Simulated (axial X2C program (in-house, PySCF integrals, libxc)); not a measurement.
Bond lengths and stretching modes, held linear, of SGeS

Computed with an in-house all-electron X2C program for linear molecules (integrals from PySCF): two-component X2C with atomic mean-field Coulomb and Gaunt terms, Gaussian nuclei, basis S dyall-av3z, Ge dyall-v3z with contracted cores. Spin-free rows use the one-electron spin-free X2C Hamiltonian.

Masses S 31.972, Ge 73.921, S 31.972 u. States: 2c Ω = 0 (all partner blocks equally filled); spin-free M_S = 0, Λ = 0 (closed shell).

TPSSh, spin-free: energies above the lowest point

| r(S–Ge) (Å) | r(Ge–S) (Å) | E (meV) |
| --- | --- | --- |
| 1.9403 | 1.9403 | 104.70 |
| 1.9403 | 1.9900 | 52.21 |
| 1.9403 | 2.0397 | 69.87 |
| 1.9900 | 1.9403 | 52.21 |
| 1.9900 | 1.9900 | 0.00 |
| 1.9900 | 2.0397 | 17.77 |
| 1.9900 | 2.0895 | 90.73 |
| 2.0397 | 1.9403 | 69.87 |
| 2.0397 | 1.9900 | 17.77 |
| 2.0397 | 2.0397 | 35.54 |
| 2.0895 | 1.9900 | 90.73 |
| 2.0895 | 2.0895 | 181.04 |

Question: Fit a quadratic surface with cubic terms in each bond: where is the minimum, and what are the two stretching wavenumbers?

Answer: At TPSSh, spin-free: bonds 2.001 and 2.001 Å; harmonic stretches 479.2 and 654.4 cm⁻¹; force constants 4.33, 4.33 and coupling 0.00 mdyn/Å.

The other levels and Hamiltonians give:

| Hamiltonian | level | r(S–Ge) (Å) | r(Ge–S) (Å) | lower stretch (cm⁻¹) | upper stretch (cm⁻¹) |
| --- | --- | --- | --- | --- | --- |
| 2c | PBE0 | 1.995 | 1.995 | 488.8 | 664.4 |
| 2c | HF | 1.985 | 1.985 | 511.6 | 676.3 |
| 2c | TPSSh | 2.001 | 2.001 | 478.9 | 654.0 |
| 2c | MP2 | 2.000 | 2.000 | 493.1 | 677.5 |
| spin-free | PBE0 | 1.994 | 1.994 | 489.1 | 664.8 |
| spin-free | HF | 1.985 | 1.985 | 512.0 | 676.7 |
| spin-free | MP2 | 1.999 | 1.999 | 493.4 | 677.9 |

Each state is one determinant, the lowest of a limited PBE0 search; the stretches come from a fit to these few points and carry an uncertainty of a few per cent. Other orders of the atoms were not compared. MP2 freezes inner shells (threshold -2 hartree). The molecule was held linear; bending was not examined, so a bent shape may lie lower.
